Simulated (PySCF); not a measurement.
Two species compared at the same levels of theory.

First species: C7H9OP.
Numbering: `[CH3:1][c:2]1[o:3][c:4]([CH:5]2[CH2:6][CH2:7]2)[cH:8][p:9]1` (hydrogens: H10, H11, H12 on C1; H13 on C5; H14, H15 on C6; H16, H17 on C7; H18 on C8)

Geometry (GFN2-xTB, Å), atoms numbered from 1 in this order:
```
atom  x, y, z in Å
C1     2.6601   -0.0604    1.3915
C2     1.8383   -0.4492    0.2107
O3     0.5637   -0.0188    0.2050
C4    -0.0963   -0.4194   -0.8940
C5    -1.5018   -0.0140   -1.0340
C6    -2.3435    0.1943    0.1979
C7    -1.9196    1.3728   -0.6127
C8     0.6494   -1.1625   -1.7561
P9     2.2956   -1.3796   -1.1564
H10    3.6775   -0.4185    1.2619
H11    2.2455   -0.4870    2.3058
H12    2.6739    1.0238    1.5059
H13   -1.9773   -0.4385   -1.9083
H14   -1.8670    0.0393    1.1537
H15   -3.3765   -0.1157    0.1642
H16   -2.6552    1.8827   -1.2156
H17   -1.1555    2.0188   -0.2084
H18    0.2799   -1.5618   -2.6818
```

Second species: C4H2O3.
InChI=1S/C4H2O3/c5-2-7-4-1-3(4)6/h1-2H

Levels: PBE0/pcSseg-1 for dipole moment, HOMO energy, LUMO energy and HOMO–LUMO gap; GFN2-xTB for rotational constant A and rotational constant C. Geometries: GFN2-xTB. Each species is one conformer at its optimised geometry, gas phase, non-relativistic unless stated. Electronic properties by PySCF.

Dipoles, sizes and rotational constants follow the conformer. The torsions of the flexible species, by atom-mapped SMILES:
- `[CH3:1][c:2]1[o:3][c:4]([CH:5]2[CH2:6][CH2:7]2)[cH:8][p:9]1`: O3–C4–C5–C6 -30°
- `[O:1]=[CH:2][O:3][c:4]1[cH:5][c:6]1=[O:7]`: O1–C2–O3–C4 0°, C2–O3–C4–C5 0°

(1) Which has the higher rotational constant A?

(2) Which has the higher HOMO energy?

(3) Which of the two has the higher HOMO–LUMO gap, and by how much?

(4) Which has the higher LUMO energy?

(5) Which of the two has the higher rotational constant C, and by how much?

(6) Which has the higher dipole moment?

Answers

(1) The second: 10.280 GHz against 2.867 GHz, a difference of 7.413 GHz.

(2) The first: -6.12 eV against -7.43 eV, a difference of 1.31 eV.

(3) The second: 5.75 eV against 5.54 eV, a difference of 0.21 eV.

(4) The first: -0.58 eV against -1.68 eV, a difference of 1.10 eV.

(5) The second: 1.381 GHz against 0.768 GHz, a difference of 0.613 GHz.

(6) The second: 3.55 D against 1.87 D, a difference of 1.68 D.

On the first: The dipole matches unit charges of opposite sign 0.39 Å apart (1 e·Å = 4.8032 D).

On the second: The dipole equals about 11.8 × 10⁻³⁰ C·m (1 D = 3.33564 × 10⁻³⁰ C·m). A dipole of 3.55 D is allowed in Cs, and pure rotational transitions are dipole-allowed.
